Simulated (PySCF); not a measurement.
Zn (zinc, neutral) across methods

[Ar] 3d10 4s1 4p1, high-spin 3P determinant (an excited configuration). All numbers are calculated (PySCF 2.14, a scalar-relativistic core potential, in aug-cc-pwCVTZ-PP with ECP10MDF (8s8p7d4f3g, 122 functions)).

| method | E (hartree) | mean ε 3d β (eV) | mean ε 4s α (eV) | mean ε 4p α (eV) | Σ⟨r²⟩ (bohr²) | ⟨S²⟩ |
| --- | --- | --- | --- | --- | --- | --- |
| wB97X-V | -226.9159 | -17.314 | -10.914 | -5.051 | 39.46 | 2.001 |
| HSE06 | -226.9125 | -14.406 | -8.364 | -2.916 | 39.65 | 2.002 |
| PBE | -226.9688 | -12.058 | -7.808 | -2.565 | 40.08 | 2.002 |
| LDA | -226.5734 | -12.323 | -8.050 | -2.578 | 39.80 | 2.002 |
| M06-2X | -227.0623 | -18.216 | -9.343 | -3.875 | 39.67 | 2.000 |
| r2SCAN | -226.8570 | -12.096 | -8.105 | -2.752 | 38.76 | 2.003 |
| PBE0 | -226.9174 | -14.822 | -8.724 | -3.297 | 39.57 | 2.002 |

Q: Estimate the same row for UHF.

A: E (hartree) = -225.86324; mean ε 3d β (eV) = -22.536; mean ε 4s α (eV) = -10.993; mean ε 4p α (eV) = -5.266; Σ⟨r²⟩ (bohr²) = 39.91; ⟨S²⟩ = 2.002.

Energies and moments cover only the electrons outside the core potential.
